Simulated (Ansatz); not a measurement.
Computed with Ansatz on PBE0-D4/def2-TZVP structures; ΔE is electronic, products minus reactants. CCSD(T)/CBS is the MP2 limit (def2-TZVPP, def2-QZVPP) plus CCSD(T) − MP2 in def2-TZVPP, frozen cores. DFT in def2-TZVPP. def2 core potentials past Kr. For I, Li outer-core shells are correlated without core-valence functions, which leaves a few kJ/mol of doubt a bond.

Reaction (ligand exchange at a Li–I bond): `[Li][I]` + `[Li][OH]` → `[Li][O][Li]` + HI

CCSD(T)/CBS gives +202.8 kJ/mol.

Task: Another level gave +187.5 kJ/mol. Which?
A. CCSD/def2-TZVPP
B. B97M-V/def2-TZVPP
C. CAM-B3LYP-D4/def2-TZVPP
D. BHLYP/def2-TZVPP

Result: B. B97M-V 187.5, CAM-B3LYP-D4 191.8, BHLYP 211.3, CCSD/def2-TZVPP 202.9 kJ/mol.

Largest T1 diagnostic among the species: 0.021, so the coupled-cluster value is less sure than usual.

From r2SCAN to r2SCAN0 (25 % exact exchange), in def2-TZVPP and without D4, ΔE moves by +15.3 kJ/mol. Leaving LDA and LC-ωPBE aside and taking each functional with its dispersion term where it has one, the values, not all of them listed here, spread over 49.1 kJ/mol, from BLYP-D4 to r2SCAN0-D4.
